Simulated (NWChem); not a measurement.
System: Br, doublet

Input file for NWChem:

```
start job
memory heap 200 mb stack 900 mb global 1100 mb
geometry units angstroms noautoz
  Br     0.000000     0.000000     0.000000
end
basis spherical
  * library def2-tzvp
end
dft
  odft
  mult 2
  xc xtpss03 ctpss03
  iterations 150
  mulliken
end
task dft energy
```

NWChem printed, in part:

```
             Northwest Computational Chemistry Package (NWChem) 7.3.0
             --------------------------------------------------------

                             Geometry "geometry" -> ""
                             -------------------------

 Output coordinates in angstroms (scale by  1.889725989 to convert to a.u.)

  No.       Tag          Charge          X              Y              Z
 ---- ---------------- ---------- -------------- -------------- --------------
    1 Br                  35.0000     0.00000000     0.00000000     0.00000000

 Effective nuclear repulsion energy (a.u.)       0.0000000000

                                 NWChem DFT Module
                                 -----------------

 Summary of "ao basis" -> "ao basis" (spherical)
 ------------------------------------------------------------------------------
       Tag                 Description            Shells   Functions and Types
 ---------------- ------------------------------  ------  ---------------------
 Br                        def2-tzvp                16       48   6s5p4d1f

            General Information
            -------------------
          SCF calculation type: DFT
          Wavefunction type:  spin polarized.
          No. of atoms     :     1
          No. of electrons :    35
           Alpha electrons :    18
            Beta electrons :    17
          Charge           :     0
          Spin multiplicity:     2
          Use of symmetry is: off; symmetry adaption is: off
          Maximum number of iterations: 150
          AO basis - number of functions:    48
                     number of shells:    16
          Convergence on energy requested:  1.00D-06
          Convergence on density requested:  1.00D-05
          Convergence on gradient requested:  5.00D-04

              XC Information
              --------------
                  TPSS metaGGA Exchange Functional  1.000
             TPSS03 metaGGA Correlation Functional  1.000

             Grid Information
             ----------------
          Grid used for XC integration:  medium
          Radial quadrature: Mura-Knowles
          Angular quadrature: Lebedev.
          Tag              B.-S. Rad. Rad. Pts. Rad. Cut. Ang. Pts.
          ---              ---------- --------- --------- ---------
          Br                  1.15      112           5.0       590
          Grid pruning is: on
          Number of quadrature shells:   112
          Spatial weights used:  Erf1

      Superposition of Atomic Density Guess
      -------------------------------------

 Sum of atomic energies:       -2572.39900007

      Non-variational initial energy
      ------------------------------

 Total energy =   -2572.219935
 1-e energy   =   -3581.930874
 2-e energy   =    1009.710939
 HOMO         =      -0.387683
 LUMO         =       0.361709

     ---------------------------------------------
      Total Density - Mulliken Population Analysis
     ---------------------------------------------

    Atom       Charge   Shell Charges
 -----------   ------   -------------------------------------------------------
    1 Br  35    35.00   2.00  2.00  1.16  0.78  1.02  1.03  6.00  5.94  1.18  2.58  1.30  8.99  1.02 -0.02  0.01  0.00

     --------------------------------------------
      Spin Density - Mulliken Population Analysis
     --------------------------------------------

    Atom       Charge   Shell Charges
 -----------   ------   -------------------------------------------------------
    1 Br  35     1.00   0.00  0.00  0.00  0.00  0.00  0.00  0.00  0.01  0.22  0.52  0.26  0.00  0.00  0.00  0.00  0.00

   convergence    iter        energy       DeltaE   RMS-Dens  Diis-err
 ---------------- ----- ----------------- --------- --------- ---------
 d= 0,ls=0.0,diis     1  -2574.0010100453 -2.57D+03  3.53D-03  1.16D-01
                                                     2.46D-03  1.03D-01
 d= 0,ls=0.5,diis     2  -2574.0144281593 -1.34D-02  7.91D-04  1.03D-02
                                                     8.16D-04  1.09D-02
 d= 0,ls=0.5,diis     3  -2574.0158235896 -1.40D-03  2.95D-04  6.02D-04
                                                     3.06D-04  6.03D-04
 d= 0,ls=0.5,diis     4  -2574.0159630396 -1.39D-04  9.72D-05  2.44D-05
                                                     8.21D-05  2.49D-05
 d= 0,ls=0.5,diis     5  -2574.0159715570 -8.52D-06  3.55D-05  1.18D-06
                                                     2.87D-05  1.06D-06
 d= 0,ls=0.5,diis     6  -2574.0159724484 -8.91D-07  1.20D-05  1.08D-07
                                                     1.01D-05  1.26D-07
 d= 0,ls=0.5,diis     7  -2574.0159725796 -1.31D-07  4.73D-06  1.81D-08
                                                     4.18D-06  2.09D-08

         Total DFT energy =    -2574.015972603677
      One electron energy =    -3580.743580901824
           Coulomb energy =     1097.892112241130
    Exchange-Corr. energy =      -91.164503942982
 Nuclear repulsion energy =        0.000000000000

 Numeric. integr. density =       35.000000023216

                    DFT Final Alpha Molecular Orbital Analysis
                    ------------------------------------------

 Vector   16  Occ=1.000000D+00  E=-3.399879D-01
              MO Center= -1.2D-13,  2.0D-14,  1.8D-13, r^2= 1.4D+00
   Bfn.  Coefficient  Atom+Function         Bfn.  Coefficient  Atom+Function
  ----- ------------  ---------------      ----- ------------  ---------------
    18      0.472116  1 Br pz                16     -0.316373  1 Br px
    12     -0.310129  1 Br pz                15      0.280260  1 Br pz
    21      0.216307  1 Br pz                10      0.207823  1 Br px
    13     -0.187807  1 Br px                19     -0.144951  1 Br px
     9      0.094610  1 Br pz                 7     -0.063400  1 Br px

[...]
```

Level: TPSS/def2-TZVP, spin-unrestricted. The open p shell is one determinant without spherical averaging. No stability test was run on the SCF state.
